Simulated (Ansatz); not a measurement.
Frontier orbitals of BBrH5NOSi (`NB(Br)O[SiH3]`).

Cartesian coordinates in Å:
```
N -1.7708 -0.6616 -1.0875
B -0.6963 -0.5510 -0.2115
Br -0.4204 -1.9787 1.1006
O 0.1491 0.5040 -0.2451
Si 1.4839 0.9142 0.6430
H -2.4077 -1.4364 -1.0773
H -1.9584 0.0425 -1.7803
H 1.9521 2.2072 0.0917
H 1.1260 1.0732 2.0732
H 2.5424 -0.1134 0.4932
```

Charge 0, multiplicity 1. Correlated methods include outer-core shells of Br, which these sets cover unevenly. Scalar relativity is left out up to krypton. The structure was optimised at the PBE0-D4/def2-TZVP level. It is one conformer, not always the lowest. Basis def2-TZVPP, Ansatz.

```tsv
functional	HOMO (eV)	LUMO (eV)	gap (eV)
PBE	-6.66	-0.65	6.01
revPBE	-6.60	-0.54	6.06
B97M-V	-7.07	-0.49	6.58
PBE0	-8.01	0.19	8.20
ωB97M-V	-10.28	1.72	12.00
HF	-11.12	2.95	14.07
```

From PBE to PBE0 the HOMO moves by −1.35 eV and the LUMO by +0.84 eV, and with ωB97M-V by −3.62 and +2.37 eV, so the gap grows from 6.01 to 12.00 eV with exact exchange. A positive LUMO is unbound and depends on the basis.
